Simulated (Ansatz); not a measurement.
System: C2H2O (charge 0, singlet). 
Geometry from a B3LYP-D3(BJ)/def2-TZVP (Ansatz, an electronic-structure program) optimisation:
```xyz
5

C      1.3080    -0.1153    -0.1364
C      0.1216    -0.0059    -0.0156
O     -1.1689     0.1846     0.0722
H      2.3584    -0.2191    -0.2392
H     -1.5848    -0.5301     0.5735
```
Charge 0, spin multiplicity 1.

Basis-set convergence of Hartree-Fock and CCSD(T) correlation energies (hartree) with Ansatz. Correlated levels leave the core frozen unless marked. No spin-orbit coupling. Non-relativistic.

```json
[
 {"basis": "cc-pVDZ", "functions": "-", "E(HF)": "-151.68056", "E(corr, CCSD(T))": "-0.46741"},
 {"basis": "cc-pVTZ", "functions": "118", "E(HF)": "-151.72785", "E(corr, CCSD(T))": "-0.57572"},
 {"basis": "cc-pVQZ", "functions": "225", "E(HF)": "-151.73904", "E(corr, CCSD(T))": "-0.61069"}
]
```

Extrapolating the two largest sets (X = 3 and 4) as X^-3: E(corr) = (64·(-0.61069) - 27·(-0.57572))/37 = -0.6362 Eh, an estimate of the basis-set limit. The largest set recovers 96.0 % of it, the smallest 73.5 %.
